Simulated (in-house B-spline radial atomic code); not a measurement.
Sr⁸⁺. Computed with a B-spline radial atomic code. Model: all-electron spherical atom, spin shells full or empty, radial basis limit, no spin-orbit coupling, Breit or QED, empty-state partial waves extrapolated as (l+1/2)^-4, RPA, G0W0 and static COHSEX of the highest shell as one setting changes (uncorrelated shells keep exact exchange).

Given: element Sr; charge 8; filled core Ar; hamiltonian one-electron scalar X2C; mean-field start PBE; highest l of empty states 9; nuclear rms radius 4.224 fm; highest mean-field shell 4s.

Shell: 3d 5 5, 4s 1 1 (electrons up and down).

```json
{"lowest nl shells left uncorrelated": "0", "RPA correlation energy (hartree)": "-2.3398", "G0W0 level (eV)": "-159.16", "G0W0 minus most complete (meV)": "0", "COHSEX level (eV)": "-161.88", "removal by RPA minus most complete (meV)": "0"}
{"lowest nl shells left uncorrelated": "1", "RPA correlation energy (hartree)": "-2.1817", "G0W0 level (eV)": "-159.16", "G0W0 minus most complete (meV)": "0.9", "COHSEX level (eV)": "-161.88", "removal by RPA minus most complete (meV)": "-0.3"}
{"lowest nl shells left uncorrelated": "2", "RPA correlation energy (hartree)": "?", "G0W0 level (eV)": "?", "G0W0 minus most complete (meV)": "?", "COHSEX level (eV)": "?", "removal by RPA minus most complete (meV)": "?"}
{"lowest nl shells left uncorrelated": "3", "RPA correlation energy (hartree)": "?", "G0W0 level (eV)": "?", "G0W0 minus most complete (meV)": "?", "COHSEX level (eV)": "?", "removal by RPA minus most complete (meV)": "?"}
{"lowest nl shells left uncorrelated": "4", "RPA correlation energy (hartree)": "-1.3052", "G0W0 level (eV)": "-159.3", "G0W0 minus most complete (meV)": "-139.3", "COHSEX level (eV)": "-162.13", "removal by RPA minus most complete (meV)": "136.5"}
{"lowest nl shells left uncorrelated": "5", "RPA correlation energy (hartree)": "-0.78474", "G0W0 level (eV)": "-159.2", "G0W0 minus most complete (meV)": "-44", "COHSEX level (eV)": "-162", "removal by RPA minus most complete (meV)": "-5.9"}
{"lowest nl shells left uncorrelated": "6", "RPA correlation energy (hartree)": "-0.10033", "G0W0 level (eV)": "-158.35", "G0W0 minus most complete (meV)": "812.9", "COHSEX level (eV)": "-160.77", "removal by RPA minus most complete (meV)": "-998.4"}
```

**Question.** What follows for lowest nl shells left uncorrelated = 2?

**Answer.** RPA correlation energy -1.9981 hartree; G0W0 level -159.17 eV; G0W0 minus most complete -14 meV; COHSEX level -161.91 eV; removal by RPA minus most complete 16.3 meV.

**Question.** What follows for lowest nl shells left uncorrelated = 3?

**Answer.** RPA correlation energy -1.4815 hartree; G0W0 level -159.15 eV; G0W0 minus most complete 11.7 meV; COHSEX level -161.86 eV; removal by RPA minus most complete 0.1 meV.
